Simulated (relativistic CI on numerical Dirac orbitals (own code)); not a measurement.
Ag³⁺ (4d8) in a crystal field

Calculated by Dirac-Coulomb-Breit CI, KLI orbitals optimised for each configuration, QED by a radiative potential, valence Slater integrals scaled by 0.65, one configuration in a parametric crystal field (own radial code).

Field parameters in Wybourne normalisation: D4h B²₀ = −7Ds, B⁴₀ = 21(Dq − Dt), B⁴₄ = 21√(5/14) Dq. The field is a parameter set, without covalency.

S and J are read from ⟨S²⟩ = S(S + 1) and ⟨J²⟩ = J(J + 1) of each level; they are not fictitious spins.

D4h, 10Dq = 34700, Ds = -1500, Dt = -150 cm⁻¹, the lowest 16 levels:

```
E (cm⁻¹)  Degeneracy  Irrep     S     J
     0.0           2      E  1.00  3.38
     0.8           1     B2  1.00  3.38
    7274           1     A1  0.02  3.01
   10674           1     B1  0.02  2.92
   23682           1     A1  0.04  3.24
   33126           1     B1  1.00  3.61
   33712           2      E  0.99  3.47
   34099           1     B2  0.99  3.09
   35079           1     A1  0.99  3.32
   35082           1     A2  1.00  3.15
   35692           2      E  1.00  2.94
   35951           1     B1  1.00  2.93
   41255           1     A2  1.00  2.60
   41354           1     A1  0.99  2.62
   41756           2      E  0.94  2.48
   42751           1     B2  0.99  2.21
```

D4h, 10Dq = 34700, Ds = 3000, Dt = -150 cm⁻¹, the lowest 10 levels:

```json
{"E (cm⁻¹)": "0.0", "Degeneracy": "2", "Irrep": "E", "S": "1.00", "J": "3.38"}
{"E (cm⁻¹)": "1.4", "Degeneracy": "1", "Irrep": "B2", "S": "1.00", "J": "3.38"}
{"E (cm⁻¹)": "3381", "Degeneracy": "1", "Irrep": "A1", "S": "0.02", "J": "3.04"}
{"E (cm⁻¹)": "10671", "Degeneracy": "1", "Irrep": "B1", "S": "0.03", "J": "2.93"}
{"E (cm⁻¹)": "27485", "Degeneracy": "1", "Irrep": "A1", "S": "0.05", "J": "3.20"}
{"E (cm⁻¹)": "30766", "Degeneracy": "1", "Irrep": "A1", "S": "0.99", "J": "2.89"}
{"E (cm⁻¹)": "31059", "Degeneracy": "2", "Irrep": "E", "S": "0.99", "J": "2.48"}
{"E (cm⁻¹)": "33076", "Degeneracy": "1", "Irrep": "A2", "S": "0.93", "J": "3.58"}
{"E (cm⁻¹)": "34410", "Degeneracy": "1", "Irrep": "A1", "S": "0.99", "J": "3.00"}
{"E (cm⁻¹)": "34708", "Degeneracy": "2", "Irrep": "E", "S": "1.00", "J": "3.27"}
```

D4h, 10Dq = 34700, Ds = 2590, Dt = -150 cm⁻¹, the lowest 10 levels:

```
E (cm⁻¹)  Degeneracy  Irrep     S     J
     0.0           2      E  1.00  3.38
     1.5           1     B2  1.00  3.38
    4850           1     A1  0.02  3.03
   10672           1     B1  0.03  2.93
   26053           1     A1  0.04  3.21
   32011           1     A1  0.99  3.15
   32504           2      E  0.99  2.65
   33546           1     A2  0.95  3.57
   34728           1     B1  1.00  3.49
   34760           2      E  1.00  3.30
```

The free-ion ground term has S = 1. Every field shown keeps that spin.

Levels of this model without a field, named by their leading LS term (the scale mimics covalency, so terms lie below those of the real free ion): ³F4 0, ³F3 4014, ³F2 5292, ³P2 10359, ³P0 14176, ³P1 14195, ¹D2 15380, ¹G4 16830 cm⁻¹.
